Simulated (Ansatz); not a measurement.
Compare A (`CO[SiH2][SiH2]O`) with its isomer B (`OC[SiH2]O[SiH3]`).

Computed with Ansatz on PBE0-D4/def2-TZVP structures; ΔE is electronic, products minus reactants. CCSD(T)/CBS is the MP2 limit (def2-TZVPP, def2-QZVPP) plus CCSD(T) − MP2 in def2-TZVPP, frozen cores. Functionals use def2-TZVPP. B3LYP here is the variant with VWN-RPA as its local correlation; programs differ in this. Each species was taken in one conformer, which may not be the lowest.

Q: Which isomer does CCSD(T)/CBS put lower? Give the gap. (Best estimate.)

A: The calculation gave: B, by 5.7 kcal/mol.

Q: Give E(B) − E(A) in kcal/mol with HF/def2-TZVPP, ωB97M-V, B3LYP, CCSD(T)/def2-TZVPP, MP2/def2-TZVPP, PBE-D4, CCSD/def2-TZVPP. (Estimate.)

A: The calculation gave: HF/def2-TZVPP -7.5, ωB97M-V -6.9, B3LYP -4.1, CCSD(T)/def2-TZVPP -5.9, MP2/def2-TZVPP -6.9, PBE-D4 -1.8, CCSD/def2-TZVPP -6.2. None reverses the order clearly.

Largest T1 diagnostic: 0.012.

The D4 term adds −1.1 kcal/mol with B3LYP and −0.6 kcal/mol with PBE0; it sums over pairs of atoms, weighted by their polarisabilities, and B3LYP, whose exchange is more repulsive, gets the larger term. From PBE to PBE0 (25 % exact exchange), in def2-TZVPP and without D4, E(B) − E(A) moves by −1.5 kcal/mol.
